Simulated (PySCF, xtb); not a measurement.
TaOCl3, SMILES [Cl][Ta](=[O])([Cl])[Cl], multiplicity 1.

GFN2-xTB (xtb 6.7.1) at its own geometry gives an orbital gap of 3.74 eV and a dipole moment of 3.91 D.

Coordinates come from a r2SCAN-D4/def2-SVP optimisation. The multiplicity is an assumed one; no other spin state was optimised. The isomer is the one that the SMILES or the coordinates give; other isomers of the formula were not compared. The def2 effective core potentials stand for the cores of Ta; spin–orbit coupling is left out.

What does ωB97X/def2-TZVP in PySCF give? (Estimate from the structure and the level; the computed values follow.)

gap 11.35 eV (levels -12.19 and -0.84 eV), dipole 1.66 D.
